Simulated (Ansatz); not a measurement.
`C#[C][AlH][OH]` + `[Cl][AlH][Cl]` → `C#[C][Al]([Cl])[Cl]` + `[OH][AlH2]` at 600 K and 1 bar (formal exchange of groups at a C–Al bond).

Gas-phase electronic energies from Ansatz, PBE0-D4/def2-TZVP geometries. CCSD(T)/CBS adds triple-zeta CCSD(T) − MP2 to the extrapolated MP2 energy (def2 sets, frozen cores). This one scheme is used for every species. Each species was taken in one conformer, which may not be the lowest.

| species | CCSD(T)/CBS energy (Eh) | H − E (kJ/mol) | S (J/(mol·K)) |
| --- | --- | --- | --- |
| `C#[C][AlH][OH]` | -395.10198 | 152.4 | 381.1 |
| `[Cl][AlH][Cl]` | -1162.30651 | 60.0 | 335.4 |
| `C#[C][Al]([Cl])[Cl]` | -1238.37391 | 108.8 | 414.4 |
| `[OH][AlH2]` | -319.03157 | 103.2 | 300.4 |

H − E and S are ideal-gas, rigid-rotor, harmonic terms from PBE0-D4/def2-TZVP, for one conformer and one mirror image of each species. 1 Eh = 2625.50 kJ/mol, R = 8.31446 J/(mol·K).

By hand: ΔE, ΔH, ΔS and ΔG.

ΔE = (-1238.37391) + (-319.03157) − (-395.10198) − (-1162.30651) = 0.00301 Eh = 7.9 kJ/mol. Δ(H − E) = 108.8 + 103.2 − 152.4 − 60.0 = -0.4, so ΔH = 7.5 kJ/mol. ΔS = 414.4 + 300.4 − 381.1 − 335.4 = -1.7 J/(mol·K). ΔG = 7.5 − 600 × (-1.7)/1000 = 8.5 kJ/mol.

By hand: the equilibrium constant, and the temperature at which ΔG would vanish if ΔH and ΔS stayed fixed.

log₁₀ K = −ΔG/(RT ln 10) = -0.7. ΔH and −TΔS have one sign here, so there is no such temperature. One of them is within its doubt of zero, so this could turn.

The number of gas molecules stays the same, so ΔS is small and ΔH decides. A doubt of 5 kJ/mol in ΔE shifts log₁₀ K by 0.4 here. Other conformers and mirror images would add mixing entropy, several J/(mol·K) or more a flexible species. These are equilibria of isolated gas molecules and say nothing of rates. Largest T1 diagnostic: 0.014 (customary marks: 0.02 for closed shells, 0.045 for open ones).
